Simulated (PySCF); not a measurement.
This PySCF input asks for the NMR shieldings of SMILES C#CC[C@H](C)NC(=O)[SiH3], C₆H₁₁NOSi; the geometry comes from GFN2-xTB.

```python
import basis_set_exchange as bse
import numpy as np
from pyscf import gto, dft
from pyscf.prop import nmr

atoms = """
C    -2.271937    0.276885   -2.144648
C    -1.927044   -0.427389   -1.240309
C    -1.458688   -1.237712   -0.135079
C    -0.587540   -0.415893    0.835191
C    -1.396362    0.688099    1.508469
N     0.544520    0.149054    0.127328
C     1.816631   -0.275128    0.285595
O     2.116979   -1.138774    1.093968
Si    3.159845    0.518910   -0.830012
H    -2.597248    0.870319   -2.946097
H    -2.316772   -1.647568    0.403223
H    -0.868842   -2.069873   -0.529316
H    -0.162735   -1.087831    1.588641
H    -0.757541    1.277905    2.161077
H    -2.196326    0.255925    2.104119
H    -1.834928    1.342985    0.757732
H     0.327753    0.820119   -0.593393
H     4.342564    0.776051   -0.018604
H     2.611581    1.759553   -1.390900
H     3.450940   -0.424958   -1.907896
"""
names = dict.fromkeys(["C", "N", "O", "Si", "H"], "pcSseg-1")
basis = {el: gto.basis.parse(bse.get_basis(n, elements=[el], fmt="nwchem")) for el, n in names.items()}
mol = gto.M(atom=atoms, basis=basis, charge=0, verbose=0)
mf = dft.RKS(mol, xc="PBE0")
mf.grids.level = 2
mf.grids.alignment = dft.numint.BLKSIZE   # the property module wants whole blocks of grid points
mf.conv_tol = 1e-9
mf.kernel()

calc = nmr.RKS(mf)   # GIAO
C = mf.mo_coeff
Co = C[:, mf.mo_occ > 0]
resp = mf.gen_response(singlet=True, hermi=2)
def vind(x):   # induced exchange potential for any number of trial vectors
    d = np.einsum("pi,xij,qj->xpq", C, 2 * x.reshape(-1, C.shape[1], Co.shape[1]), Co, optimize=True)
    return np.einsum("xpq,pi,qj->xij", resp(d - d.transpose(0, 2, 1)), C, Co, optimize=True).ravel()
mo1, _ = nmr.rhf.solve_mo1(calc, with_cphf=vind)
sigma = calc.kernel(mo1)
for i, s in enumerate(sigma):   # ppm
    w = np.linalg.eigvalsh((s + s.T) / 2)
    print("%2d %-2s iso %8.1f  s11 %8.1f  s22 %8.1f  s33 %8.1f" % (i, mol.atom_pure_symbol(i), w.mean(), *w))
```

Q: What does it print?

A: 
```
 0 C  iso    109.2  s11     31.0  s22     38.3  s33    258.2
 1 C  iso    100.2  s11      3.8  s22      6.1  s33    290.7
 2 C  iso    158.5  s11    145.6  s22    155.3  s33    174.5
 3 C  iso    146.5  s11    116.5  s22    159.3  s33    163.8
 4 C  iso    165.2  s11    142.8  s22    164.8  s33    188.1
 5 N  iso     96.7  s11    -42.0  s22    135.4  s33    196.8
 6 C  iso      8.3  s11    -77.9  s22      6.7  s33     96.2
 7 O  iso   -150.4  s11   -572.4  s22   -223.6  s33    344.9
 8 Si iso    437.6  s11    401.6  s22    446.8  s33    464.3
 9 H  iso     30.2  s11     24.7  s22     25.1  s33     40.9
10 H  iso     29.5  s11     24.5  s22     27.8  s33     36.1
11 H  iso     29.1  s11     24.2  s22     28.3  s33     34.8
12 H  iso     26.8  s11     23.0  s22     26.0  s33     31.4
13 H  iso     30.6  s11     26.2  s22     28.4  s33     37.1
14 H  iso     30.8  s11     26.4  s22     27.6  s33     38.2
15 H  iso     29.9  s11     25.9  s22     30.2  s33     33.5
16 H  iso     25.9  s11     21.2  s22     25.6  s33     30.9
17 H  iso     27.8  s11     24.6  s22     25.9  s33     32.8
18 H  iso     27.8  s11     24.0  s22     27.7  s33     31.7
19 H  iso     27.6  s11     24.9  s22     26.1  s33     32.0
```

These numbers come from an equivalent density-fitted implementation of the same equations, which agrees with the script to about 0.01 ppm for H and up to a few tenths of a ppm for heavy atoms, so last digits may differ.

Q: Turn these shieldings into chemical shifts. Shifts are taken against calculated references (same method and geometry level): 13C (186.93 ppm), 29Si (349.16 ppm), 1H (31.72 ppm) vs TMS; NH3 for 15N (267.73 ppm); H2O for 17O (336.08 ppm).

A: Averaging equivalent atoms: C 6: 178.6; C 1: 86.7; C 0: 77.8; C 3: 40.4; C 2: 28.5; C 4: 21.7; N 5: 171.0; O 7: 486.4; Si 8: -88.4; H 16: 5.84; H 12: 4.89; H 17/18/19: 3.97; H 11: 2.61; H 10: 2.24; H 9: 1.48; H 13/14/15: 1.31 ppm. Unscaled 17O shifts of doubly bonded oxygen tend to come out too high, by tens of ppm or more. Experimental scales use liquid or dissolved standards, which lie at an offset from isolated NH3 (liquid NH3: subtract about 20 ppm) and H2O (liquid H2O: subtract about 36 ppm). Unscaled 15N shifts of sp2 nitrogen come out 20 to 40 ppm too high even then.

Size and cost of the density-fitted run: 215 basis functions, 84 s wall time on 1 thread of an Arm Neoverse N1, shared host; peak memory 1 GiB.
